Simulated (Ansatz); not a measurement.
Relaxation of ClH₅O₃Si (10 atoms, charge 0, multiplicity 1), to a largest force component of 0.03 eV/Å in at most 50 steps.

Method: Ansatz, RKS CAM-B3LYP/def2-SVP.

```xyz
10
Properties=species:S:1:pos:R:3:forces:R:3
Si -0.103 -0.195 0.081 -0.03 -0.10 0.48
Cl -0.298 -0.362 2.177 -0.01 -0.03 -0.39
O 1.487 -0.210 -0.360 0.01 -0.01 0.00
H 1.827 -1.085 -0.586 0.01 -0.01 -0.02
H -0.796 1.003 -0.377 -0.06 0.06 -0.05
O -0.730 -1.592 -0.534 0.06 0.04 -0.03
H -1.482 -2.001 -0.096 -0.03 -0.02 0.02
O 1.292 2.124 1.070 -0.02 -0.34 0.72
H 1.973 1.572 0.658 -0.01 0.03 -0.03
H 1.193 1.724 1.962 0.09 0.37 -0.70
```

Problem. Where does it end, and by what steps?

Solution. It converged. After 8 steps the energy has fallen by 0.026 eV; H10 moved furthest, 0.22 Å.

```tsv
step	energy less start (eV)	largest force component (eV/Å)	accepted
0	0.0000	0.715	yes
1	-0.0143	0.626	yes
2	-0.0177	0.632	yes
3	-0.0199	0.555	yes
4	-0.0243	0.264	yes
5	-0.0253	0.119	yes
6	-0.0255	0.033	yes
7	-0.0238	0.095	no
8	-0.0257	0.021	yes
```

```xyz
10
Properties=species:S:1:pos:R:3
Si -0.145 -0.223 0.124
Cl -0.412 -0.429 2.172
O 1.463 -0.200 -0.268
H 1.817 -1.051 -0.554
H -0.834 0.981 -0.340
O -0.712 -1.607 -0.574
H -1.473 -2.052 -0.186
O 1.351 2.168 1.068
H 1.927 1.562 0.578
H 1.383 1.832 1.973
```

Whether the end is a true minimum wasn't checked by a vibrational analysis.

Time of the run: 14 s on 4 threads of Arm Neoverse V2, with other jobs on the host, peak memory 0.27 GiB.
